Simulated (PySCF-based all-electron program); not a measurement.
Results of a calculation; reference values are marked as such.
# GaSbH₆, singlet: all-electron forces

Method: all-electron DFT (in-house code on PySCF), basis-limit composite values; the spin-free Dirac equation, no spin–orbit coupling, spin-restricted. Forces are good to about 0.030 eV/Å. Atoms are numbered as listed.

Shape A:

```xyz
8

Ga    0.0000    0.0000    0.0000
Sb    0.0000    0.0000    2.8420
H     1.5653    0.0000   -0.1342
H    -0.7826    1.3556   -0.1342
H    -0.7826   -1.3556   -0.1342
H     0.7271    1.2593    3.7436
H    -1.4542    0.0000    3.7436
H     0.7271   -1.2593    3.7436
```

PBE forces:

```
atom      Fx      Fy  Fz (eV/Å)
 Ga1   0.000   0.000     -0.050
 Sb2   0.000   0.000      0.030
  H3  -0.066   0.000      0.006
  H4   0.033  -0.057      0.006
  H5   0.033   0.057      0.006
  H6  -0.001  -0.001      0.000
  H7   0.002   0.000      0.000
  H8  -0.001   0.001      0.000
```

Shape B:

```
atom    x (Å)    y (Å)    z (Å)
  Ga   0.0000   0.0000   0.0000
  Sb   0.0000   0.0000   3.1262
   H   1.5653   0.0000  -0.1342
   H  -0.7826   1.3556  -0.1342
   H  -0.7826  -1.3556  -0.1342
   H   0.7271   1.2593   4.0278
   H  -1.4542   0.0000   4.0278
   H   0.7271  -1.2593   4.0278
```

Against shape A, Ga1–Sb2 goes from 2.842 to 3.126 Å.

Q: What forces does PBE give in shape B?

A: 

| atom | Fx | Fy | Fz (eV/Å) |
| --- | --- | --- | --- |
| Ga1 | 0.000 | 0.000 | 0.083 |
| Sb2 | 0.000 | 0.000 | -0.443 |
| H3 | -0.067 | 0.000 | 0.085 |
| H4 | 0.034 | -0.058 | 0.085 |
| H5 | 0.034 | 0.058 | 0.085 |
| H6 | -0.002 | -0.004 | 0.035 |
| H7 | 0.004 | 0.000 | 0.035 |
| H8 | -0.002 | 0.004 | 0.035 |

Shape C:

```xyz
8

Ga    0.0000    0.0000    0.0000
Sb    0.0000    0.0000    2.5578
H     1.5653    0.0000   -0.1342
H    -0.7826    1.3556   -0.1342
H    -0.7826   -1.3556   -0.1342
H     0.7271    1.2593    3.4594
H    -1.4542    0.0000    3.4594
H     0.7271   -1.2593    3.4594
```

Against shape A, Ga1–Sb2 goes from 2.842 to 2.558 Å.

Q: What forces does PBE give in shape C?

A: 

| atom | Fx | Fy | Fz (eV/Å) |
| --- | --- | --- | --- |
| Ga1 | 0.000 | 0.000 | -0.995 |
| Sb2 | 0.000 | 0.000 | 1.386 |
| H3 | -0.065 | 0.000 | -0.112 |
| H4 | 0.032 | -0.056 | -0.112 |
| H5 | 0.032 | 0.056 | -0.112 |
| H6 | 0.004 | 0.007 | -0.018 |
| H7 | -0.008 | 0.000 | -0.018 |
| H8 | 0.004 | -0.007 | -0.018 |
